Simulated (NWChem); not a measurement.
The numbers come from NWChem runs, not from measurements. System: C$_{2}$H$_{2}$N$_{3}$, charge 0, spin multiplicity 2, at a geometry optimised with UPBE/def2-SVP. The structure started from a generated list of species. Its SCF solution wasn't tested for a lower state. Level: UBP86/def2-TZVP.

NWChem printed:

```
             Northwest Computational Chemistry Package (NWChem) 7.3.0
             --------------------------------------------------------

                                NWChem Input Module
                                -------------------

 Scaling coordinates for geometry "geometry" by  1.889725989
 (inverse scale =  0.529177249)

 Turning off AUTOSYM since
 SYMMETRY directive was detected!

                             Geometry "geometry" -> ""
                             -------------------------

 Output coordinates in angstroms (scale by  1.889725989 to convert to a.u.)

  No.       Tag          Charge          X              Y              Z
 ---- ---------------- ---------- -------------- -------------- --------------
    1 C                    6.0000     1.08621800    -0.34584700     0.00000000
    2 N                    7.0000     0.02554800    -1.16017100     0.00000000
    3 C                    6.0000    -1.04825800    -0.31536300     0.00000000
    4 N                    7.0000    -0.66842200     0.97483100     0.00000000
    5 N                    7.0000     0.60217900     0.93014400     0.00000000
    6 H                    1.0000     2.15021200    -0.60073900     0.00000000
    7 H                    1.0000    -2.09310200    -0.64563200     0.00000000

 Effective nuclear repulsion energy (a.u.)     156.4391348092

            Nuclear Dipole moment (a.u.)
            ----------------------------
        X                 Y               Z
 ---------------- ---------------- ----------------
     0.0000094486    -0.0000056692     0.0000000000

      Symmetry information
      --------------------

 Group name             Cs
 Group number              2
 Group order               2
 No. of unique centers     7

      Symmetry unique atoms

     1    2    3    4    5    6    7


 Summary of "ao basis" -> "" (spherical)
 ------------------------------------------------------------------------------
       Tag                 Description            Shells   Functions and Types
 ---------------- ------------------------------  ------  ---------------------
 *                         def2-tzvp                  on all atoms

  perdew86 is a nonlocal functional; adding perdew81 local functional.

                                 NWChem DFT Module
                                 -----------------

 Summary of "ao basis" -> "ao basis" (spherical)
 ------------------------------------------------------------------------------
[...]
   alpha     41     42     43     44     45     46     47     48     49     50
    beta     41     42     43     44     45     46     47     48     49     50
 overlap   0.928  0.992  0.997  0.996  1.000  0.998  0.997  0.995  0.997  0.999

   alpha     51     52     53     54     55     56     57     58     59     60
    beta     51     52     53     54     55     56     57     58     59     60
 overlap   1.000  1.000  1.000  0.999  0.997  0.996  0.999  0.998  0.999  1.000

   alpha     61     62     63     64     65     66     67     68     69     70
    beta     61     62     63     64     65     66     67     68     69     70
 overlap   1.000  0.999  0.999  0.992  0.999  0.994  0.982  0.986  0.979  0.998

   alpha     71     72     73     74     75     76     77     78     79     80
    beta     71     72     73     74     75     76     77     78     79     80
 overlap   0.998  0.998  0.996  0.996  0.998  1.000  0.998  0.997  0.999  1.000

   alpha     81     82     83     84     85     86     87     88     89     90
    beta     81     82     83     85     84     86     87     88     89     90
 overlap   0.997  0.996  1.000  0.983  1.000  0.988  0.958  0.960  1.000  0.999

   alpha     91     92     93     94     95     96     97     98     99    100
    beta     91     92     93     94     95     96     97     98     99    100
 overlap   1.000  1.000  0.999  1.000  1.000  0.984  0.983  0.998  0.991  0.997

   alpha    101    102    103    104    105    106    107    108    109    110
    beta    101    102    103    104    105    106    107    108    109    110
 overlap   0.992  0.999  0.829  0.999  0.829  0.999  0.999  1.000  0.997  1.000

   alpha    111    112    113    114    115    116    117    118    119    120
    beta    111    112    113    114    115    116    117    118    119    120
 overlap   0.997  0.998  0.998  0.999  1.000  0.999  0.999  1.000  0.999  1.000

   alpha    121    122    123    124    125    126    127    128    129    130
    beta    121    122    123    124    125    126    127    128    129    130
 overlap   0.999  0.998  0.999  0.999  0.999  0.998  1.000  0.999  1.000  1.000

   alpha    131    132    133    134    135    136    137    138    139    140
    beta    131    132    133    134    135    136    137    138    139    140
 overlap   0.996  0.994  0.997  0.990  0.994  0.993  0.982  0.998  0.990  0.998

   alpha    141    142    143    144    145    146    147    148    149    150
    beta    141    142    143    144    145    146    147    148    149    150
 overlap   0.997  0.995  0.993  0.977  0.966  0.993  0.985  0.985  0.997  0.973

   alpha    151    152    153    154    155    156    157    158    159    160
    beta    151    152    153    154    155    156    157    158    159    160
 overlap   0.939  0.958  0.999  0.962  0.960  0.958  0.958  0.999  1.000  1.000

   alpha    161    162    163    164    165    166    167
    beta    161    162    163    164    165    166    167
 overlap   1.000  1.000  1.000  1.000  0.999  0.999  1.000

     --------------------------
     Expectation value of S2:
     --------------------------
      <S2> =      0.7529 (Exact =     0.7500)

 center of mass
 --------------
 x =  -0.00157729 y =   0.03441652 z =   0.00000000

 moments of inertia (a.u.)
 ------------------
         170.197514085340           7.770528294385           0.000000000000
           7.770528294385         170.564040631265           0.000000000000
           0.000000000000           0.000000000000         340.761554716605

     Multipole analysis of the density
     ---------------------------------

     L   x y z        total         alpha         beta         nuclear
     -   - - -        -----         -----         ----         -------
     0   0 0 0     -0.000000    -18.000000    -17.000000     35.000000

     1   1 0 0      0.245034     -0.084769      0.329793      0.000009
     1   0 1 0     -0.012287     -0.726306      0.714024     -0.000006
     1   0 0 1     -0.000000     -0.000000     -0.000000      0.000000

     2   2 0 0    -16.676021    -60.158089    -57.747590    101.229658
     2   1 1 0      0.661088      1.584107      2.857741     -3.780760
     2   1 0 1     -0.000000      0.000000     -0.000000      0.000000
     2   0 2 0    -24.174904    -58.365632    -52.308779     86.499507
     2   0 1 1     -0.000000     -0.000000     -0.000000      0.000000
     2   0 0 2    -21.640239    -11.013962    -10.626277      0.000000

 Task  times  cpu:       19.0s     wall:       19.0s

 Total times  cpu:       19.0s     wall:       19.0s
```

Task: Write an NWChem input that would produce this output.

Result: This is not unique; one that fits is 
```
start mol
memory heap 200 mb stack 900 mb global 1100 mb
geometry units angstroms nocenter noautoz
  C      1.086218    -0.345847     0.000000
  N      0.025548    -1.160171     0.000000
  C     -1.048258    -0.315363     0.000000
  N     -0.668422     0.974831     0.000000
  N      0.602179     0.930144     0.000000
  H      2.150212    -0.600739     0.000000
  H     -2.093102    -0.645632     0.000000
  symmetry group Cs
end
basis spherical
  * library def2-tzvp
end
dft
  xc becke88 perdew86
  odft
  mult 2
  semidirect memsize 60000000 filesize 0
  iterations 100
end
task dft energy
```
